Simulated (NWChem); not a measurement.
Species: CH₄AlF₂N; SMILES [F][Al]([F])[NH]C

```xyz
9

Al     0.0003    -0.5467     0.0000
F      0.9613    -1.9111     0.0000
F     -1.6605    -0.7212     0.0000
N      0.7183     1.0676     0.0000
C      0.0173     2.3432     0.0000
H      1.7366     1.1691     0.0000
H      0.2492     2.9616    -0.8974
H      0.2492     2.9616     0.8974
H     -1.0783     2.1731     0.0000
```
Atoms are numbered in this order, from 1.

Results from NWChem. Coordinates come from a PBE-D3(BJ)/def2-SVP optimisation.

Q: What does the run give for PBE0/pcseg-2? Quantities: highest occupied level (eV); orbital gap (eV); dipole (D).

A: 
```yaml
highest occupied level (eV): -7.32
orbital gap (eV): 6.53
dipole (D): 2.65
```
